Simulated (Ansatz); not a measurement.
Geometry optimisation, Ansatz, RKS B3LYP-D4/def2-SVP.

Input file:

```yaml
crystal:
  periodic: [false, false, false]
  atoms:
    - { symbol: Ge, position_ang: [-0.665725, 1.46862, -0.852622] }
    - { symbol: O, position_ang: [0.798181, 0.360792, -0.716392] }
    - { symbol: H, position_ang: [-1.783473, 0.585481, -1.410779] }
    - { symbol: H, position_ang: [-0.987039, 2.083359, 0.519308] }
    - { symbol: H, position_ang: [-0.28832, 2.587046, -1.853335] }
    - { symbol: H, position_ang: [-0.618373, -0.877177, 1.413038] }
    - { symbol: F, position_ang: [-1.478619, -0.599533, 1.264267] }
    - { symbol: H, position_ang: [1.385899, -1.516657, 0.400994] }
    - { symbol: O, position_ang: [1.246994, -2.116683, 1.151115] }
    - { symbol: H, position_ang: [1.60925, 0.888171, -0.657396] }
    - { symbol: H, position_ang: [0.781225, -2.86352, 0.741803] }
basis:
  gaussian: { orbitals: def2-SVP }
hamiltonian:
  xc: b3lyp
  dispersion: d4
relax:
  f_tol: 0.03
  max_steps: 50
```

Launched with:

```bash
$ ansatz run input.yaml --threads 2 --pin off --max-ram 3072MiB --backend cpu --events-out ev --progress --plain --runs-dir out
```

Question: Where does it end, and by what steps?

Answer: It converged. After 9 steps the energy has fallen by 0.450 eV; H8 moved furthest, 0.57 Å.

```tsv
step	energy less start (eV)	largest force component (eV/Å)	accepted
0	0.0000	1.244	yes
1	-0.1660	0.844	yes
2	-0.3364	0.548	yes
3	-0.4175	0.515	yes
4	-0.4105	0.712	no
5	-0.4389	0.264	yes
6	-0.4465	0.087	yes
7	-0.4475	0.131	yes
8	-0.4495	0.038	yes
9	-0.4499	0.024	yes
```

```xyz
11
Properties=species:S:1:pos:R:3
Ge -0.580 1.285 -0.748
O 0.967 0.319 -0.602
H -1.635 0.297 -1.242
H -0.897 1.988 0.577
H -0.262 2.331 -1.847
H -0.551 -1.139 1.361
F -1.354 -0.602 1.358
H 1.071 -1.037 0.424
O 0.826 -1.786 1.022
H 1.749 0.872 -0.725
H 0.667 -2.528 0.422
```

Run time: 30 s on 2 threads of Arm Neoverse V1, with other jobs on the host, peak memory 0.25 GiB.
